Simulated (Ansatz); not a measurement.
Harmonic frequencies (cm⁻¹) at PBE0-D4/def2-TZVP from Ansatz: 93, 106, 158, 254, 307, 483, 483, 618, 922, 932, 957, 1309, 1314, 1460, 1463, 3088, 3190, 3199.

Each molecule was computed in one conformer, which needn't be the lowest.

(1) Which molecule is it?
A. `C[Se]BF`
B. `COB(F)Br`
C. `C=CB(F)F`
D. `C[Se]B(F)Cl`

Answers

(1) D.
